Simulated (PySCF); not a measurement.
Polarisability and C₆ of F⁻ (fluorine, charge -1)

[Ne], closed-shell 1S. All numbers are calculated (PySCF 2.14, the non-relativistic Hamiltonian (point nucleus), in aug-cc-pwCVQZ (9s8p6d4f2g, 109 functions)). Coupled (time-dependent) response in atomic units; α is the mean over directions.

```
   method  mean α (bohr³)  C₆ (like pair)  S(−4)
      UHF           8.221           32.26  34.75
     PBE0           10.61           44.88  67.29
BHandHLYP           9.495           38.76  51.50
```

S(−4) is the Cauchy moment in α(ω) = α(0) + S(−4) ω² + …

α(iu) at BHandHLYP:

| u (hartree) | α(iu) (bohr³) |
| --- | --- |
| 0 | 9.495 |
| 0.0500 | 9.369 |
| 0.100 | 9.024 |
| 0.200 | 7.984 |
| 0.300 | 6.895 |
| 0.500 | 5.163 |
| 0.750 | 3.708 |
| 1.00 | 2.753 |
| 1.50 | 1.667 |
| 2.00 | 1.115 |
| 3.00 | 0.6034 |
| 5.00 | 0.2612 |

For an ion, C₆ is the dispersion term alone; charge-induced terms of lower order in 1/R come first.
